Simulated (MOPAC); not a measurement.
MOPAC input (PM7):

```
PM7 1SCF GEO-OK AUX(PRECISION=9) THREADS=1
C3H6S

C     0.00079100 1    1.31838500 1    0.25090900 1
C    -1.14803300 1    0.29356500 1    0.21813300 1
S    -0.00082100 1   -1.02849300 1   -0.37741300 1
C     1.14874700 1    0.29267700 1    0.21555300 1
H     0.00201700 1    1.98981900 1    1.11119900 1
H     0.00000500 1    1.92193000 1   -0.65634700 1
H    -1.96942900 1    0.50863700 1   -0.46146000 1
H    -1.54453000 1    0.05090800 1    1.20350400 1
H     1.96878000 1    0.50711500 1   -0.46588400 1
H     1.54726900 1    0.04971300 1    1.20003000 1
```

Output:

```
 *******************************************************************************
 **                                                                           **
 **                              MOPAC v23.2.5                                **
 **                                                                           **
 *******************************************************************************
 ** MOPAC's Digital Object Identifier: https://doi.org/10.5281/zenodo.6511958 **
 **                                                                           **
 ** Please cite the open-source release paper for use of this MOPAC version:  **
 ** J. E. Moussa and J. J. P. Stewart (2026)                                  **
 ** MOPAC: An open-source semiempirical molecular orbital program             **
 ** J. Open Source Softw., 11(119), 8025, https://doi.org/10.21105/joss.08025 **
 *******************************************************************************

                              PM7 CALCULATION RESULTS

 *******************************************************************************
 *  PM7        - The PM7 Hamiltonian to be used
 *  GEO-OK     - OVERRIDE INTERATOMIC DISTANCE AND OTHER SAFETY CHECKS
 *  1SCF       - DO 1 SCF AND THEN STOP
 *  AUX        - OUTPUT AUXILIARY INFORMATION
 *******************************************************************************
PM7 1SCF GEO-OK AUX(PRECISION=9) THREADS=1
 C3H6S

   ATOM   CHEMICAL          X               Y               Z
  NUMBER   SYMBOL      (ANGSTROMS)     (ANGSTROMS)     (ANGSTROMS)

     1       C          0.00079100  *   1.31838500  *   0.25090900  *
     2       C         -1.14803300  *   0.29356500  *   0.21813300  *
     3       S         -0.00082100  *  -1.02849300  *  -0.37741300  *
     4       C          1.14874700  *   0.29267700  *   0.21555300  *
     5       H          0.00201700  *   1.98981900  *   1.11119900  *
     6       H          0.00000500  *   1.92193000  *  -0.65634700  *
     7       H         -1.96942900  *   0.50863700  *  -0.46146000  *
     8       H         -1.54453000  *   0.05090800  *   1.20350400  *
     9       H          1.96878000  *   0.50711500  *  -0.46588400  *
    10       H          1.54726900  *   0.04971300  *   1.20003000  *

          CARTESIAN COORDINATES

    NO.       ATOM           X           Y           Z

     1         C          0.0008      1.3184      0.2509
     2         C         -1.1480      0.2936      0.2181
     3         S         -0.0008     -1.0285     -0.3774
     4         C          1.1487      0.2927      0.2156
     5         H          0.0020      1.9898      1.1112
     6         H          0.0000      1.9219     -0.6563
     7         H         -1.9694      0.5086     -0.4615
     8         H         -1.5445      0.0509      1.2035
     9         H          1.9688      0.5071     -0.4659
    10         H          1.5473      0.0497      1.2000

 General Reference for PM7:
 "Optimization of Parameters for Semiempirical Methods VI: More Modifications to the
 NDDO Approximations and Re-optimization of Parameters", J. J. P. Stewart, J. Mol. Mod., 1:32, 19 (2013)
 https://link.springer.com/article/10.1007/s00894-012-1667-x

           Empirical Formula: C3 H6 S  =    10 atoms

      MOLECULAR POINT GROUP   :   Cs

      RHF CALCULATION, NO. OF DOUBLY OCCUPIED LEVELS = 12

 -------------------------------------------------------------------------------
 PM7 1SCF GEO-OK AUX(PRECISION=9) THREADS=1
 C3H6S

     1SCF WAS SPECIFIED, SO BFGS WAS NOT USED
     SCF FIELD WAS ACHIEVED

                              PM7 CALCULATION
                                                       MOPAC v23.2.5 Linux

          FINAL HEAT OF FORMATION =          8.14854 KCAL/MOL =      34.09349 KJ/MOL

          COSMO AREA              =        109.44 SQUARE ANGSTROMS
          COSMO VOLUME            =         96.78 CUBIC ANGSTROMS

          IONIZATION POTENTIAL    =          8.621651 EV
          HOMO LUMO ENERGIES (EV) =         -8.622 -0.264
          NO. OF FILLED LEVELS    =         12
          MOLECULAR WEIGHT        =         74.1404         POINT GROUP:  Cs

          MOLECULAR DIMENSIONS (Angstroms)

            Atom       Atom       Distance
            H     9    H     7     3.93821
            S     3    H     5     3.36544
            H     8    H     6     2.49432

          SCF CALCULATIONS        =          1

   ATOM   CHEMICAL          X               Y               Z
  NUMBER   SYMBOL      (ANGSTROMS)     (ANGSTROMS)     (ANGSTROMS)

     1       C          0.00079100  *   1.31838500  *   0.25090900  *
     2       C         -1.14803300  *   0.29356500  *   0.21813300  *
     3       S         -0.00082100  *  -1.02849300  *  -0.37741300  *
     4       C          1.14874700  *   0.29267700  *   0.21555300  *
     5       H          0.00201700  *   1.98981900  *   1.11119900  *
     6       H          0.00000500  *   1.92193000  *  -0.65634700  *
     7       H         -1.96942900  *   0.50863700  *  -0.46146000  *
     8       H         -1.54453000  *   0.05090800  *   1.20350400  *
     9       H          1.96878000  *   0.50711500  *  -0.46588400  *
    10       H          1.54726900  *   0.04971300  *   1.20003000  *

                             CARTESIAN COORDINATES

   1    C        0.000791000     1.318385000     0.250909000
   2    C       -1.148033000     0.293565000     0.218133000
   3    S       -0.000821000    -1.028493000    -0.377413000
   4    C        1.148747000     0.292677000     0.215553000
   5    H        0.002017000     1.989819000     1.111199000
   6    H        0.000005000     1.921930000    -0.656347000
   7    H       -1.969429000     0.508637000    -0.461460000
   8    H       -1.544530000     0.050908000     1.203504000
   9    H        1.968780000     0.507115000    -0.465884000
  10    H        1.547269000     0.049713000     1.200030000

           Empirical Formula: C3 H6 S  =    10 atoms

      MOLECULAR POINT GROUP   :   Cs

                  EIGENVALUES
 -30.68487 -23.36104 -23.30912 -19.01916 -16.70146 -15.46480 -14.07662 -13.50890
 -12.46436 -11.79071 -10.49549  -8.62165  -0.26424   0.46499   0.92573   1.05725
   1.09743   1.81421   2.15101   3.21866   4.16388   5.02411   5.40699   5.74444
   5.97678   6.03386   6.15274

              NET ATOMIC CHARGES AND DIPOLE CONTRIBUTIONS

  ATOM NO.   TYPE          CHARGE      No. of ELECS.   s-Pop       p-Pop       d-Pop
    1          C          -0.267842        4.2678     1.06007     3.20777
    2          C          -0.314514        4.3145     1.08570     3.22881
    3          S          -0.029703        6.0297     1.91397     4.01274     0.10300
    4          C          -0.314514        4.3145     1.08570     3.22881
    5          H           0.149492        0.8505     0.85051
    6          H           0.151414        0.8486     0.84859
    7          H           0.156245        0.8438     0.84375
    8          H           0.156589        0.8434     0.84341
    9          H           0.156245        0.8438     0.84375
   10          H           0.156589        0.8434     0.84341
 DIPOLE           X         Y         Z       TOTAL
 POINT-CHG.     0.001     1.230     0.508     1.330
 HYBRID         0.000     0.512     0.235     0.564
 SUM            0.002     1.742     0.743     1.894

          ATOMIC ORBITAL ELECTRON POPULATIONS

     Atom    s        px        py        pz      x^2-y^2     xz        z^2       yz        xy
    1  C   1.06007   0.98620   1.04675   1.17482
    2  C   1.08570   1.05682   1.01299   1.15900
    3  S   1.91397   0.93201   1.24725   1.83347   0.00633   0.01385   0.01360   0.01223   0.05699
    4  C   1.08570   1.05669   1.01299   1.15912
    5  H   0.85051
    6  H   0.84859
    7  H   0.84375
    8  H   0.84341
    9  H   0.84375
   10  H   0.84341

 **********************
 *                    *
 * JOB ENDED NORMALLY *
 *                    *
 **********************

 == MOPAC DONE ==
```

The geometry given is a B3LYP-D3(BJ)/def2-TZVP minimum.
